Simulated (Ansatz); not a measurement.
Species: SiBr, charge 1, multiplicity 1. 
Coordinates optimised at B3LYP-D3(BJ)/def2-TZVP (Ansatz, a program for electronic structure):
```xyz
2

Si     0.0000     0.0000    -1.5160
Br     0.0000     0.0000     0.6064
```
Charge +1, spin multiplicity 1.

Parts of the frozen-core correlation energy in def2-SVP (Ansatz, hartree). Frozen orbitals: 19; correlated occupied orbitals by spin: 5 and 5; virtual: 26 and 26. No spin-orbit coupling. Non-relativistic.

```tsv
term	value
reference (HF)	-2860.66667
MP2 opposite-spin	-0.13652
MP2 same-spin	-0.04365
CCSD correlation	-0.20392
(T)	-0.00800
CCSDT minus CCSD(T)	-0.00089
T1 diagnostic	0.022
largest doubles amplitude	0.073
```
